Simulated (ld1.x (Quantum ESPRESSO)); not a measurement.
What the settings do to the PAW potential of Rh (Z = 45)

Base potential:

- Element: rhodium
- Generator: ld1.x (Quantum ESPRESSO) 7.5
- Type: PAW
- Functional: LDA (PZ)
- Relativity: fully relativistic
- Frozen core: [Ar] 3d10 4s2
- Valence charge: 15
- Reference configuration: 4p6 4d8 5s1 5p0
- Partial waves: 5s (bound): rcut 2.15, rcutus 2.95 bohr; 5s channel at 3.1 Ry: rcut 2.15, rcutus 2.95 bohr; 4p (bound): rcut 1.45, rcutus 1.85 bohr; 5p (bound, empty): rcut 1.45, rcutus 1.85 bohr; 4d (bound): rcut 1.10, rcutus 1.25 bohr; 4d channel at 0.05 Ry: rcut 1.10, rcutus 1.25 bohr
- Local potential: all-electron potential smoothed inside 1.95 bohr (lloc = -1)
- Core correction: Bessel-smoothed model core inside 1.00 bohr
- Augmentation charge: PSQ, inside the norm-conserving radii

Open shells are filled in proportion to 2j + 1 (rel_dist='average').

Cutoffs, loose and tight: the cutoffs (Ry, on a coarse ladder) from which the occupation-weighted sum of valence levels, in a spherical-Bessel basis at the reference potential, stays within 10 and 1 mRy of its value at 400 Ry. They do not see the model core or the augmentation charge, which bear on the density cutoff. Test errors are all-electron minus pseudo excitation energies from the reference, over the configurations 4p6 4d8 5s0 5p0; 4p6 4d7 5s0 5p0; 4p6 4d6 5s0 5p0; 4p6 4d8 5s0 5p1; 4p6 4d5 5s0 5p0; 4p5 4d8 5s1 5p0; 4p6 4d8 5s0.5 5p0. A dash means not determined; rows that change the core or the reference have their own tests. The largest error is taken over the tests solved by every variant that gives reliable tests at all: 4p5 4d8 5s1 5p0; 4p6 4d5 5s0 5p0; 4p6 4d6 5s0 5p0; 4p6 4d7 5s0 5p0; 4p6 4d8 5s0 5p0; 4p6 4d8 5s0 5p1.

Cutoffs are not given where the Bessel-basis levels miss the radial ones by over 6 mRy, ghosts where they miss by over 20 mRy; a channel whose overlap is not positive is not tested.

```csv
change,outcome,bound ghosts,largest test error (meV)
base,generated,not determined,-125
"waves 4d (bound): rcut 1.10, rcutus 1.60 bohr; 4d channel at 0.05 Ry: rcut 1.10, rcutus 1.60 bohr",failed: new_paw_hamiltonian: negative rho,–,–
reference 4p6 4d8 5s0.5 5p0.5,generated,not determined,-36
functional PBE,generated,not determined,-130
"core [Ar] 3d10, valence charge 17; reference 4s2 4p6 4d8 5s1 5p0; waves now 4s (bound): rcut 1.25, rcutus 1.35 bohr; 5s (bound): rcut 1.25, rcutus 1.35 bohr; 4p (bound): rcut 1.50, rcutus 1.80 bohr; 5p (bound): rcut 1.50, rcutus 1.80 bohr; 4d (bound): rcut 1.05, rcutus 1.15 bohr; 4d channel at 0.05 Ry: rcut 1.05, rcutus 1.15 bohr; local potential all-electron potential smoothed inside 0.90 bohr (lloc = -1); core correction a·sin(br)/r model core, default radius (core density twice the valence density)",generated,not determined,+149
local potential all-electron potential smoothed inside 1.24 bohr (lloc = -1),generated,not determined,+29
"waves 5s (bound): rcut 2.04, rcutus 2.16 bohr; 5s channel at 3.1 Ry: rcut 2.04, rcutus 2.16 bohr",failed: new_paw_hamiltonian: negative rho,–,–
```
